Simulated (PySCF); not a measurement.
Species: C₃H₁₁NOSi₃.
InChI=1S/C3H11NOSi3/c1-3-8(5-6)7-4-2/h1,4,8H,7H2,2,6H3/t8-/m0/s1

A linear-response calculation (PySCF, def2-SVPD basis, gas phase, vertical, core orbitals frozen in the response) gave these numbers; the functional is withheld.

Orbital energies (eV): HOMO-3 -10.09, HOMO-2 -9.80, HOMO-1 -9.16, HOMO -8.00, LUMO 0.13, LUMO+1 0.88, LUMO+2 1.22.

```csv
state,E (eV),f,"main configurations (H = HOMO, L = LUMO)"
S1,5.08,0.0053,H→L (82%)
S2,5.67,0.0022,"H-1→L (44%), H→L+1 (12%), H-3→L (9%)"
S3,5.98,0.013,"H→L+1 (30%), H-2→L (30%), H-1→L+1 (11%)"
S4,6.21,0.018,"H-2→L+1 (48%), H-2→L+2 (12%)"
S5,6.29,0.0036,"H→L+1 (22%), H→L+2 (15%), H-2→L (8%)"
S6,6.51,0.018,"H→L+3 (34%), H→L+5 (20%), H-2→L+1 (9%)"
```

Triplets, Tamm–Dancoff:

| state | E (eV) | λ (nm) | main configurations (H = HOMO, L = LUMO) |
| --- | --- | --- | --- |
| T1 | 4.66 | 265.8 | H→L (53%), H-1→L (12%) |
| T2 | 4.89 | 253.7 | H-2→L (24%), H→L (18%), H-2→L+4 (10%) |
| T3 | 5.24 | 236.8 | H-2→L (26%), H-1→L+1 (18%), H→L+1 (11%) |
| T4 | 5.27 | 235.3 | H-1→L (29%), H-3→L (11%), H-2→L+1 (10%) |

Vertical ionisation energy by ΔSCF with the same functional: 8.63 eV. Mean static polarisability: 125.8 au.

Problem. Name the functional.
A. HF
B. PBE
C. CAM-B3LYP
D. PBE0

Solution. C. CAM-B3LYP is range-separated, 19% exact exchange at short range and 65% at long range (ω = 0.33 bohr⁻¹). In this run −ε(HOMO) = 8.00 eV differs from the ΔSCF value by -0.64 eV, and S1 differs from the orbital gap of 8.13 eV by -3.05 eV. The ratio −ε(HOMO)/IP is 0.93. Small neutral molecules mostly give 0.85 to 0.93 with CAM-B3LYP, 0.5 to 0.7 with PBE, 0.7 to 0.83 with PBE0; Hartree–Fock can't fall below 1, since the ion's relaxation only lowers the ΔSCF value. The other options: PBE, a GGA without exact exchange; HF, time-dependent Hartree–Fock, 100% exact exchange; PBE0, a global hybrid with 25% exact exchange.

Method: PySCF, TDDFT CAM-B3LYP/def2-SVPD, vertical, gas phase, core orbitals frozen in the response. One conformer (not necessarily the lowest) at the PBE0-D3(BJ)/def2-SVP geometry, without solvent, vibrations or thermal averaging.

The run took 7.5 min of wall time on an Arm Neoverse N1 with one thread (shared host), and the process peaked at 1.3 GiB of memory.

The values belong to the conformer `[CH:1]#[C:2][Si@@H:3]([O:4][SiH3:5])[SiH2:6][NH:7][CH3:8]`: C2–Si3–O4–Si5 -27°, C2–Si3–Si6–N7 61°, Si3–Si6–N7–C8 -62°.
